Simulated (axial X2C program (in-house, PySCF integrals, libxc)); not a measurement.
**Excited states of BeTe by EOM-EE-CCSD**

Computed with an axial X2C code built on PySCF integrals: two-component X2C with atomic mean-field Coulomb and Gaunt terms, Gaussian nuclei, basis Te dyall-acv3z, Be dyall-acv3z with contracted cores.

R = 2.077 Å (near the PBE0 minimum at charge 0 of the determinant lowest at the starting distance; the state shown can have its own minimum elsewhere).

Hartree–Fock spinors of BeTe (one of each Kramers pair; a window near the gap, which can cut inner shells):

```
  ω  occupied  ε (eV)                     character
1/2       yes  -20.41  62% Te s, 16% Be p, 13% Be s
1/2       yes  -10.63   63% Te p, 21% Be s, 6% Te s
1/2       yes   -8.37   66% Te p, 19% Be p, 8% Be d
3/2       yes   -7.90   64% Te p, 23% Be p, 8% Be d
1/2        no   -1.46  45% Be p, 32% Be s, 11% Te p
1/2        no    0.35            79% Be p, 19% Be s
1/2        no    0.44             94% Be p, 3% Be d
3/2        no    0.45             94% Be p, 3% Be d
1/2        no    0.86   68% Be s, 22% Be p, 4% Te p
3/2        no    1.23  56% Be p, 18% Be d, 16% Te d
```

Vertical excitation energies from the closed-shell determinant state of BeTe:

| Ω | excitation (eV) | cm⁻¹ | hole of the leading pair | particle of the leading pair | weight of the pair (for Ω = 0 its time-reversed partner can hold as much again) | singles weight |
| --- | --- | --- | --- | --- | --- | --- |
| 2 | 0.667 | 5379 | 64% Te pπ, 23% Be pπ, 8% Be dπ | 46% Be pσ, 29% Be sσ, 12% Te pσ | 0.91 | 0.92 |
| 1 | 0.750 | 6049 | 64% Te pπ, 23% Be pπ, 8% Be dπ | 46% Be pσ, 28% Be sσ, 12% Te pσ | 0.85 | 0.91 |
| 0⁻ | 1.033 | 8331 | 62% Te pπ, 18% Be pπ, 7% Be dπ | 46% Be pσ, 29% Be sσ, 12% Te pσ | 0.46 | 0.93 |
| 1 | 1.137 | 9172 | 61% Te pπ, 18% Be pπ, 7% Be dπ | 47% Be pσ, 28% Be sσ, 12% Te pσ | 0.85 | 0.91 |
| 0⁺ | 1.161 | 9363 | 66% Te pπ, 19% Be pπ, 8% Be dπ | 45% Be pσ, 29% Be sσ, 12% Te pσ | 0.45 | 0.91 |
| 0⁻ | 2.429 | 19588 | 59% Te pσ, 22% Be sσ | 45% Be pσ, 28% Be sσ, 13% Te pσ | 0.39 | 0.94 |
| 1 | 2.448 | 19742 | 58% Te pσ, 21% Be sσ | 45% Be pσ, 29% Be sσ, 13% Te pσ | 0.77 | 0.94 |
| 1 | 3.390 | 27344 | 64% Te pπ, 23% Be pπ, 8% Be dπ | 56% Be pπ, 19% Te dπ, 10% Be dπ | 0.65 | 0.93 |
| 0⁻ | 3.412 | 27520 | 64% Te pπ, 23% Be pπ, 8% Be dπ | 52% Be pπ, 20% Te dπ, 12% Te pπ | 0.31 | 0.93 |

This point took 59 s on 1 thread of Arm Neoverse V1 (shared host).

Reference electrons by ω block (each with its −ω partner): 1/2: 18, 3/2: 8, 5/2: 2. 18 electrons of BeTe correlated (inner shells frozen), 84 natural virtual spinors (a truncated set); levels can be off by some tenths of an eV. Roots sought by Ω: (0: 5, 1: 4, 2: 3, 3: 1); the list ends where they run out and leaves out roots under 60 % singles weight. The solver can skip a root, and states that need a further excitation, which the method places far too high, are missing though they may lie low or lowest. T1 of the reference 0.019 (Lee–Taylor). Number of frozen shells: Te 4 s, 3 p, 1 d; Be 1 s.
